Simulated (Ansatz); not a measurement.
Ideal-gas functions of `[SiH3][SiH]1C=N1` at 298.15 K and 1 bar, from an Ansatz frequency run at PBE0-D4/def2-TZVP.

Molar mass 87.23 g/mol, point group C1 (symmetry number 1), electronic degeneracy 1, moments of inertia 39.524, 208.51, 217.783 u Å². Harmonic wavenumbers (cm⁻¹, unscaled): 73, 152, 175, 419, 517, 521, 575, 660, 782, 810, 834, 880, 928, 940, 1146, 1622, 2218, 2228, 2236, 2241, 3113.

Use S(trans) = R[1.5 ln M + 2.5 ln T − 1.1517]; rotational temperatures θ = 24.2544 K / I; S(rot) = R[ln(√π/σ · √(T³/θAθBθC)) + 1.5]; for each mode x = 1.438777 ν̃/T, S = R[x/(eˣ − 1) − ln(1 − e⁻ˣ)] and H = RT x/(eˣ − 1); 1 cm⁻¹ = 0.0119627 kJ/mol; R = 8.31446 J/(mol·K).

Question: By hand: the entropy, in J/(mol·K).

Answer: Translation 164.6. Rotation: θ = 0.6137, 0.1163, 0.1114 K, giving 108.4. Vibration, mode by mode: 17.03, 11.08, 9.96, 3.75, 2.58, 2.54, 2.07, 1.49, 0.93, 0.83, 0.76, 0.63, 0.52, 0.50, 0.22, 0.03, 0.00, 0.00, 0.00, 0.00, 0.00, in all 54.9. Electronic 0.0. Sum 327.9 J/(mol·K).

Question: By hand: H − E and G − E in kJ/mol, counted from the electronic energy.

Answer: Zero-point energy ½ × 23070 × 0.0119627 = 138.0; thermal vibration 9.1; translation, rotation and pV give 4 RT = 9.9. H − E = 157.0 kJ/mol, and G − E = 157.0 − 298.15 × 327.9/1000 = 59.2 kJ/mol.

Vibration gives 17 % of the entropy, 17.0 J/(mol·K) of it from the mode under 150 cm⁻¹: soft modes count most, and the harmonic formula is weakest for them. The sum counts one conformer and one mirror image; others add a mixing term.
